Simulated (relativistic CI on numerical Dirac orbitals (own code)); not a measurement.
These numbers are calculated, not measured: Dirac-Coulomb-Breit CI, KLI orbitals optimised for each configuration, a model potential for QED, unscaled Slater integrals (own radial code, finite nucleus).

CI space (outside the closed core [Ne]): 3s²3p⁶3d⁹, 3s²3p⁵3d¹⁰, 3s3p⁶3d¹⁰, 3s²3p⁶3d⁸4s, 3s²3p⁶3d⁸4p, 3s²3p⁶3d⁸4d, 3s²3p⁶3d⁷4s², 3s²3p⁶3d⁸4f, 3s²3p⁵3d⁹4s, 3s²3p⁶3d⁷4s4p, 3s²3p⁴3d¹⁰4s, 3s²3p⁶3d⁸5s, 3s²3p⁶3d⁷4p², 3s²3p⁵3d⁹4p, 3s²3p⁴3d¹⁰4p, 3s²3p⁶3d⁸5p, 3s²3p⁶3d⁷4s4d, 3s²3p⁶3d⁸5d, 3s²3p⁶3d⁷4p4d, 3s²3p⁴3d¹⁰4d, 3s3p⁵3d¹⁰4s, 3s²3p⁵3d⁹4d, 3s²3p⁶3d⁸5f, 3s²3p⁵3d⁸4s², 3s²3p⁶3d⁸5g, 3s3p⁶3d⁹4s, 3s3p⁵3d¹⁰4p, 3s²3p⁶3d⁸6s, 3s²3p⁶3d⁷4d², 3s²3p⁶3d⁸6p, 3s²3p⁵3d⁸4s4p, 3s²3p⁶3d⁸6d, 3s3p⁶3d⁹4p, 3s²3p⁵3d⁹4f, 3s²3p⁵3d⁸4p², 3s3p⁵3d¹⁰4d. Levels of other configurations are missing.

At this charge energies of transitions that change n are usually good to better than 1 %, and those within a shell (Δn = 0) to a few per cent.

Outline of the computed level scheme of Rh XIX. Lowest level of each configuration: 3s²3p⁶3d⁹ ²D5/2 at 0.000 eV; 3s²3p⁵3d¹⁰ ²P°3/2 at 188.244 eV; 3s²3p⁶3d⁸4s ⁴F9/2 at 309.722 eV; 3s3p⁶3d¹⁰ ²S1/2 at 318.898 eV; 3s²3p⁶3d⁸4p ⁴D°7/2 at 345.482 eV.

Some strong electric-dipole decays among the lowest 45 levels: 3s²3p⁵3d¹⁰ ²P°1/2 → 3s²3p⁶3d⁹ ²D3/2 (6.5e+11 s⁻¹); 3s²3p⁵3d¹⁰ ²P°3/2 → 3s²3p⁶3d⁹ ²D5/2 (4.4e+11 s⁻¹); 3s²3p⁶3d⁸4p ²F°7/2 → 3s²3p⁶3d⁹ ²D5/2 (4.3e+11 s⁻¹); 3s²3p⁶3d⁸4p ²D°5/2 → 3s²3p⁶3d⁹ ²D5/2 (3.0e+11 s⁻¹); 3s²3p⁶3d⁸4p ²D°5/2 → 3s²3p⁶3d⁹ ²D5/2 (2.5e+11 s⁻¹); 3s²3p⁶3d⁸4p ²D°5/2 → 3s²3p⁶3d⁹ ²D5/2 (2.4e+11 s⁻¹); 3s3p⁶3d¹⁰ ²S1/2 → 3s²3p⁵3d¹⁰ ²P°3/2 (1.7e+11 s⁻¹); 3s²3p⁶3d⁸4p ²D°5/2 → 3s²3p⁶3d⁹ ²D5/2 (1.4e+11 s⁻¹).

LS names give the leading component of a level, which can be under half, so a name can repeat, a term be missing and a line seem to break the LS rules.
